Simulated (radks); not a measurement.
Values are calculated unless marked as measured or tabulated.
Spin polarisation of the 4f9 shell in Tb. Start: [Xe] 4f(up 4.5, down 4.5) 6s2; electrons of 4f are moved from spin down to spin up, other shells keep equal spins. Level of theory: non-relativistic Kohn-Sham, BLYP, spin-polarised, spherical densities, point nucleus (a radial shooting solver on a logarithmic mesh with Libxc functionals).

moment (Bohr magnetons)  E - E(0) (eV)  e(4f up) (eV)  e(4f down) (eV)  6s down minus up (eV)
0                                0.000         -6.486           -6.486                  0.000
1                               -0.187         -6.845           -6.098                  0.023
2                               -0.747         -7.174           -5.682                  0.045
3                               -1.678         -7.472           -5.238                  0.068
4                               -2.980         -7.738           -4.767                  0.091
5                               -4.649         -7.969           -4.267                  0.114

At moment 5 the spin-polarisation energy is -4.649 eV and the 4f exchange splitting 3.702 eV, that is 0.740 eV per Bohr magneton; E = -I m^2/4 would give I = 0.744 eV.
